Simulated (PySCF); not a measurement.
BF2, SMILES F[B]F (connectivity only; charge and spin as stated), charge +1, multiplicity 1. The structure is a stationary point at PBE-D3(BJ)/def2-TZVP. The multiplicity is an assumed one; other spin states were not compared. The isomer is the one that the SMILES or the coordinates give; other isomers of the formula were not compared.

Method: PBE-D3(BJ)/def2-TZVP in PySCF.

Harmonic wavenumbers (cm⁻¹): 446, 446, 999, 2030. Rotational constants (GHz): 8.670 (linear); symmetry number 2.

### Question
Work out the zero-point energy and the ideal-gas rigid-rotor harmonic-oscillator thermochemistry at 298.15 K and 1 atm.

### Answer
ZPE = ½ Σ hcν = ½ × 3921 cm⁻¹ = 23.45 kJ/mol. H − E(el) = 33.63 kJ/mol. Entropy in J/(mol K): translation 157.23, rotation 57.21, vibration 7.16, total 221.61. G − E(el) = -32.44 kJ/mol. Cp = 42.19 J/(mol K).
